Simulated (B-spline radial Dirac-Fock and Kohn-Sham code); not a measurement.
**Pr 6s: cross section and angular parameters**

System: atomic praseodymium, [Xe] 4f3 6s2; threshold 4.69 eV (orbital energy of the model). Level of theory: Dirac-Hartree-Slater photoionisation with a Latter tail; cross sections with all multipoles, angular parameters from the dipole term and its interference with E2; a radial atomic solver.

For linearly polarised light dσ/dΩ = σ/(4π) [1 + β P₂(cos θ) + (δ + γ cos²θ) sin θ cos φ], with θ from the polarisation vector and φ the angle between the beam and the projection of the electron momentum on the plane normal to the polarisation.

```
hν (eV)   σ (kb)      β       γ
   52.9     28.9  1.835   0.023
     55     28.0  1.842   0.032
     60     25.9  1.856   0.052
    100     15.3  1.909   0.156
    147        ?      ?       ?
    150     9.28  1.933   0.229
    236     4.99  1.949   0.290
    335     2.99  1.957   0.318
    357     2.72  1.959   0.321
    400     2.29  1.961   0.323
    419     2.14  1.962   0.323
    430     2.05  1.962   0.323
    599     1.23  1.968   0.310
    603     1.22  1.968   0.310
    991    0.549  1.974   0.235
   1060    0.491  1.974   0.220
   1090    0.468  1.975   0.214
 2984.4   0.0786  1.982  -0.070
   3270   0.0664  1.982  -0.089
   3450   0.0600  1.982  -0.099
   4000   0.0454  1.983  -0.116
   4180   0.0417  1.983  -0.118
   4850   0.0313  1.983  -0.116
   4920   0.0305  1.983  -0.115
   6100   0.0200  1.984  -0.076
   8780  0.00960  1.984   0.097
 9251.7  0.00862  1.984   0.134
  10500  0.00663  1.984   0.242
  13800  0.00371  1.984   0.546
  15000  0.00310  1.984   0.658
```

**Question.** Give the values at 147 eV.

**Answer.** σ = 9.53 kb, β = 1.932, γ = 0.226. For an s subshell δ is negligible.

Values without a named source are computed, but for edge energies of neutral atoms, which are taken from tables.
